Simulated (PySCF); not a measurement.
Compound: SnHMe2I, C2H7ISn.
Bonds: Sn1–C3, Sn1–C7, Sn1–I11. Hydrogens: H2 on Sn1; H4, H5, H6 on C3; H8, H9, H10 on C7.

Computed, not measured: PBE0-D3(BJ)/def2-SVP geometry optimisation, gas phase, def2 core potentials past Kr in PySCF.

Problem. How far are the bound atoms from Sn1?

Solution. 4 atoms: H2 1.717 Å, C3 2.144 Å, C7 2.144 Å, I11 2.717 Å. The nearest atom not counted as bound is H5, at 2.71 Å (others tie with it).

Problem. List the angles at Sn1.

Solution. 
```tsv
angle	degrees	distance of the outer atoms (Å)
C3–Sn1–C7	113.3	3.58
H2–Sn1–C3	112.4	3.22
H2–Sn1–C7	112.4	3.22
C7–Sn1–I11	106.3	3.90
H2–Sn1–I11	105.9	3.59
C3–Sn1–I11	105.9	3.89
```

Problem. What is the shape at Sn1?

Solution. Distorted tetrahedral: angles from 105.9° to 113.3°; τ4 = (360° − α − β)/141° = 0.95 with α and β the two widest (0 for a square, 1 for a tetrahedron).

Problem. What are the other bond lengths?

Solution. C3–H4 and 5 like bonds 1.099 Å.

Problem. What are the rotational constants (commonest isotopes, rigid rotor)?

Solution. A = 3748, B = 835.7, C = 744.2 MHz: a near-prolate asymmetric top.

Point group: Cs (tolerance 0.08 Å). Charge 0, singlet. PBE0-D3(BJ)/def2-SVP frequencies: not computed here.
